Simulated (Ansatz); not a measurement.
A rate constant, worked out

An elementary step of TiH2OF4, closed shell (TiF₄ ([F][Ti]([F])([F])[F]) + H₂O → TiHOF₃ ([OH][Ti]([F])([F])[F]) + HF (still joined by a long Ti–F bond); Ti–F, H–O broken or loosened, Ti–O, F–H formed or tightened). The start structure is the complex of the reactants, bound by 0.61 eV, and the electronic barrier above it is 0.947 eV by CCSD(T) at an estimated basis limit (MP2 extrapolated from triple and quadruple zeta, plus CCSD(T) − MP2 in triple zeta). Program: Ansatz 0.2.0. Basis: def2-TZVPP and def2-QZVPP. Cores are frozen in the correlated methods. Extrapolation: Hartree–Fock as exp(−7.88 √X), correlation as X^−2.97. Harmonic wavenumbers at PBE0-D4/def2-TZVP (Ansatz 0.2.0), in cm⁻¹:

Start: 90, 109, 182, 212, 213, 241, 241, 252, 274, 414, 548, 685, 762, 781, 796, 1623, 3826, 3928.

Saddle: 622i, 70, 174, 192, 223, 227, 242, 339, 438, 614, 683, 756, 767, 813, 975, 1183, 1866, 3920.

(1) Work out the transition-state-theory rate constant at 600 K from these numbers alone (harmonic vibrations; rotation, path degeneracy and anharmonicity left out), and the Wigner tunnelling factor. Use 1 cm⁻¹ = 1.2398 × 10⁻⁴ eV and k_B = 8.617 × 10⁻⁵ eV/K.

T1 diagnostic: at most 0.023.

Answers

(1) Zero-point energies, half the sums: start 15177/2 cm⁻¹ = 0.9409 eV; saddle, real modes only, 13482/2 cm⁻¹ = 0.8358 eV.
Barrier with zero-point energy: 0.947 + 0.8358 − 0.9409 = 0.8419 eV.
k_BT = 0.05170 eV, so the barrier is 16.28 k_BT.
Vibrational partition functions from the zero-point level, ln q = −Σ ln(1 − exp(−hν/k_BT)): start 10.667, saddle 8.681.
k = (k_BT/h) exp(ln q‡ − ln q) exp(−E0/k_BT), with log₁₀(k_BT/h in s⁻¹) = 13.10: log₁₀ k = 13.10 + (-1.986 − 16.28)/2.3026 = 5.17, so k ≈ 1 × 10^(5) s⁻¹.
Wigner factor: 1 + (hν‡/k_BT)²/24 = 1 + (1.49)²/24 = 1.09. A change of 1 kcal/mol (0.043 eV) in the barrier would change k by a factor of 2.3 at this temperature.

The step is the kind of ligand exchange by which a precursor binds to a hydroxyl group, or is hydrolysed, in atomic layer deposition of oxides.

Labels in which every atom is bracketed show which atoms are joined, not bond orders.

For scale, one of the runs: CCSD(T)/def2-TZVPP, 247 basis functions, launched by `ansatz run in.yaml --threads 8 --pin off --events-out ev --progress --plain --max-ram 19148MiB`. Time: 3.9 min of wall clock on 8 CPU threads of an Arm Neoverse V2; the host was shared. Peak host memory: 6.3 GiB.
